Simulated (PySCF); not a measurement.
Hf(F)(SH)3 (FH3HfS3), SMILES [SH][Hf]([SH])([F])[SH], multiplicity 1.

Geometry: PBE0-D3(BJ)/def2-SVP. The spin state was assumed, not searched. The structure was generated by enumeration; whether it is a known compound was not checked. The def2 effective core potentials stand for the cores of Hf; spin–orbit coupling is left out. Other conformers were not sampled.

Method: PySCF with TDA-CAM-B3LYP/def2-SVPD.

Vertical excitations. Isolated molecule, no solvent.

| state | energy (eV) | λ (nm) | f | main pairs |
|---|---|---|---|---|
| S1 | 4.87 | 255 | 0.020 | HOMO→LUMO 78 % |
| S2 | 4.94 | 251 | 0.020 | HOMO→LUMO+1 68 %, HOMO−1→LUMO 14 % |
| S3 | 5.15 | 241 | 0.002 | HOMO−1→LUMO+1 36 %, HOMO−2→LUMO 34 %, HOMO−1→LUMO 11 %, HOMO→LUMO+2 8 % |
| S4 | 5.46 | 227 | 0.058 | HOMO−1→LUMO 52 %, HOMO→LUMO+1 19 % |
| S5 | 5.51 | 225 | 0.067 | HOMO−1→LUMO+1 32 %, HOMO−2→LUMO 29 %, HOMO→LUMO 12 %, HOMO−2→LUMO+1 7 % |
| S6 | 5.57 | 223 | 0.011 | HOMO−2→LUMO+1 46 %, HOMO−4→LUMO 16 %, HOMO−2→LUMO 14 %, HOMO−1→LUMO 8 % |
| S7 | 5.68 | 218 | 0.007 | HOMO−3→LUMO 26 %, HOMO−4→LUMO 23 %, HOMO−4→LUMO+1 14 %, HOMO−3→LUMO+1 12 % |
| S8 | 5.75 | 216 | 0.001 | HOMO−3→LUMO 31 %, HOMO→LUMO+2 27 %, HOMO−4→LUMO+1 7 %, HOMO−1→LUMO+1 6 % |
| S9 | 5.80 | 214 | 0.012 | HOMO−3→LUMO+1 38 %, HOMO−3→LUMO 19 %, HOMO−4→LUMO+1 13 %, HOMO→LUMO+4 9 % |
| S10 | 5.82 | 213 | 0.009 | HOMO→LUMO+2 35 %, HOMO−4→LUMO 27 %, HOMO−4→LUMO+1 9 %, HOMO−3→LUMO+1 7 % |
| T1 | 4.52 | 275 | 0 | HOMO→LUMO 76 % |
| T2 | 4.57 | 271 | 0 | HOMO→LUMO+1 69 % |
| T3 | 4.77 | 260 | 0 | HOMO−1→LUMO 64 % |
| T4 | 4.95 | 251 | 0 | HOMO−1→LUMO+1 48 %, HOMO−2→LUMO+1 16 %, HOMO→LUMO+2 14 % |
Triplets are in the Tamm–Dancoff approximation.
